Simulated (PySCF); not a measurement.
PySCF input file for CH₅GaO₂S, SMILES C[S][Ga]([OH])[OH], PBE/pcSseg-1. Geometry: B3LYP-D3(BJ)/def2-SVP. The structure was generated by enumeration; whether it is a known compound was not checked. The values are those of a single conformer.

```python
import numpy as np
from pyscf import gto, scf, dft
from pyscf.prop.nmr import rks as nmr

mol = gto.M(
    atom='''
    Ga   -0.00899093   -0.59835938   -0.00000000
    O     0.99351853   -2.07912939    0.00000000
    H     0.50065632   -2.90934145    0.00000000
    O    -1.80550593   -0.63607692    0.00000000
    H    -2.20867187   -1.51287691    0.00000000
    S     0.92169605    1.38124633    0.00000000
    C    -0.59866669    2.43706320   -0.00000000
    H    -1.51094914    1.82788099   -0.00000000
    H    -0.58077690    3.07140412    0.89658035
    H    -0.58077690    3.07140413   -0.89658035
    ''',
    basis='pcSseg-1',
    charge=0,
    spin=0,
    max_memory=1600,
    verbose=3,
)
mf = dft.RKS(mol, xc='pbe')
mf.grids.level = 3
mf.conv_tol = 1e-10
mf.max_cycle = 100
mf.kernel()
n = nmr.NMR(mf)
n.verbose = 2
n.max_cycle_cphf = 60
sigma = n.kernel()
print('atom   isotropic/ppm   span/ppm')
for i, s in enumerate(sigma):
    w = np.linalg.eigvalsh((s + s.T) / 2)
    print(f'{mol.atom_symbol(i):2s}{i + 1:3d} {w.mean():14.3f} {w[2] - w[0]:11.3f}')
```

It prints:

```
converged SCF energy = -2513.80369740948
atom   isotropic/ppm   span/ppm
Ga  1       1331.510     355.743
O   2        261.462     134.216
H   3         29.365      20.784
O   4        266.656     128.323
H   5         29.518      20.574
S   6        638.635     213.627
C   7        166.624      35.316
H   8         28.184      14.439
H   9         29.145      14.159
H  10         29.145      14.159
```

Self-consistency was reached.

Cost: about 60 core-seconds (a rough figure).
